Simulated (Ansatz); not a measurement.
Consider the cleavage of the Si–Si bond: `BN[SiH2][SiH3]` + `COB(C)O` → `COB(C)O[SiH3]` + `BN[SiH3]`.

Calculated with Ansatz (gas phase, PBE0-D4/def2-TZVP geometries, no zero-point term in ΔE). CCSD(T)/CBS adds triple-zeta CCSD(T) − MP2 to the extrapolated MP2 energy (def2 sets, frozen cores). DFT in def2-TZVPP. B3LYP here is the variant with VWN-RPA as its local correlation; programs differ in this. Each species was taken in one conformer, which may not be the lowest.

| level | ΔE (eV) |
| --- | --- |
| r2SCAN-D4 | -0.86 |
| B3LYP-D4 | -0.94 |

Task: What does CCSD(T)/CBS give? (Estimate.)

Result: The calculation gave: -0.95 eV. The listed levels differ from it by 0.09, 0.01 eV.

Largest T1 diagnostic among the species: 0.013.

From PBE to PBE0 (25 % exact exchange), in def2-TZVPP and without D4, ΔE moves by −0.09 eV. In def2-TZVPP, CCSD(T) changes the Hartree–Fock value by +0.25 eV (the triples alone add +0.03 eV) and MP2 by +0.18 eV.
